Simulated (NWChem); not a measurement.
C4H3N2, doublet; SMILES [c]1ncccn1

Computed with NWChem. Spin-unrestricted. Medium grid unless said otherwise, to which SCAN and Minnesota functionals are sensitive. In the optimisation the excess spin sits in a1 (C2v, its own frame). Coordinates come from a PBE0/def2-SVP, spin-unrestricted optimisation. No frequency run checked for a minimum. No stability test was run on the SCF state. B3LYP is NWChem's, with the RPA form of VWN correlation. Total energies of different functionals are on different scales.

| level | energy (Ha) | highest occupied level (eV) | lowest empty minus highest occupied level, either spin (eV) | dipole (D) | <S²> |
|---|---|---|---|---|---|
| B3LYP/def2-SVP | -263.4481 | -6.25 | 4.22 | 3.45 | 0.755 |
| PBE/def2-SVP | -263.1359 | … | … | 3.42 | 0.754 |
| LRC-wPBEh/def2-SVP | -263.1822 | -8.54 | 8.65 | 3.52 | 0.757 |
| SCAN/def2-SVP | -263.3285 | -5.66 | 3.21 | 3.46 | 0.765 |
| PW6B95/def2-SVP | -263.7806 | -6.65 | 4.88 | 3.47 | 0.755 |
| LDA (Slater exchange, VWN5)/def2-SVP | -261.1723 | -4.83 | 1.63 | 3.57 | 0.753 |
| M05-2X/def2-SVP | -263.4009 | -8.05 | 7.27 | 3.64 | 0.757 |
| N12/def2-SVP | -263.4513 | -4.83 | 2.23 | 3.37 | 0.758 |
| M06-L/def2-SVP | -263.4152 | -5.35 | 2.92 | 3.39 | 0.757 |
| HCTH/407/def2-SVP | -263.4070 | -5.21 | 2.37 | 3.35 | 0.758 |

Problem. What belongs in the gaps?

Solution. 
- PBE/def2-SVP, highest occupied level (eV): -4.93
- PBE/def2-SVP, lowest empty minus highest occupied level, either spin (eV): 2.16
